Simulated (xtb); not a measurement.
1,1-difluorobuta-1,3-diene (C4H4F2), SMILES C=CC=C(F)F. All values are semi-empirical tight-binding results from xtb (GFN2-xTB unless named), good for trends rather than for accurate numbers. Coordinates come from a GFN2-xTB optimisation. The values are those of a single conformer.

Optimised geometry:

```xyz
10

C      0.1549    -2.7207     0.0000
C     -0.3201    -1.4804     0.0000
C      0.5299    -0.3110     0.0000
C      0.0660     0.9306     0.0000
F      0.8246     2.0217     0.0000
F     -1.2152     1.2813     0.0000
H      1.2135    -2.9205     0.0000
H     -0.4975    -3.5755     0.0000
H     -1.3853    -1.2955     0.0000
H      1.6002    -0.4467     0.0000
```
Charge 0, spin multiplicity 1.

Computed properties:
| Quantity | Result |
|---|---|
| point group as xtb finds it | Cs |
| orbital gap | 3.70 eV |
| dipole moment | 2.50 D |
| zero-point energy | 42.5 kcal/mol |
| G − E(el) at 298.15 K (modified RRHO) | 23.7 kcal/mol |
| static polarisability (D4 model) | 51.5 bohr³ |
| solvation energy, GFN2-xTB/ALPB(water) | -1.5 kcal/mol |
| solvation energy, GFN2-xTB/ALPB(octanol) | -3.9 kcal/mol |

Give the IR lines (harmonic; lines under 4 % of the strongest left out, lines within 3 cm⁻¹ merged). (The exact figures need the calculation; the answer reports its results.)

ν (cm⁻¹): 502 (w), 842 (w), 885 (m), 975 (m), 1015 (w), 1145 (s), 1236 (m), 1301 (w), 1732 (vs), 3110 (w), 3145 (w) (against the strongest line: vs over 80 %, s over 45 %, m over 15 %, w over 4 %, vw less)

Computed atomic charges and the Wiberg bond orders between heavy atoms:
charges (e) C1 -0.08, C2 -0.02, C3 -0.08, C4 0.31, F5 -0.19, F6 -0.19, H7 0.05, H8 0.05, H9 0.06, H10 0.08. Bond orders C1–C2 1.88, C2–C3 1.12, C3–C4 1.72, C4–F5 0.98, C4–F6 0.98.
